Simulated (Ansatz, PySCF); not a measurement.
Complex: C2H2 (SMILES C#C) (first 4 atoms) with CH2O2 (SMILES O=CO); geometry from B3LYP-D3(BJ)/def2-TZVP.
(charge 0, multiplicity 1):
```xyz
9

C      0.580     0.207    -0.088
C     -0.173    -0.554     0.450
H      1.243     0.874    -0.583
H     -0.831    -1.211     0.970
O     -0.989    -0.958     3.516
C     -0.299    -0.096     3.988
O      0.516     0.713     3.306
H     -0.250     0.141     5.059
H      0.463     0.491     2.354
```

Interaction energies are E(AB) − E(A) − E(B) at the monomers' geometry in the complex; basis-set methods are counterpoise corrected. Rows marked so take none.

Rows in STO-3G carry no dispersion term and start afresh at each structure.

Codes used: Ansatz (a quantum-chemistry and plane-wave program) with Gaussian orbitals; PySCF for STO-3G rows, the dispersion terms. 

One of these levels gives -73.4 meV for the interaction energy. Name it.
A. revPBE-D4/def2-TZVPPD
B. SVWN5/def2-TZVPPD
C. PBE-D3(BJ)/def2-TZVPPD
D. HF/STO-3G (no counterpoise)

D, HF/STO-3G (no counterpoise). The others give -337.0 (SVWN5/def2-TZVPPD), -239.0 (PBE-D3(BJ)/def2-TZVPPD), -215.1 (revPBE-D4/def2-TZVPPD)
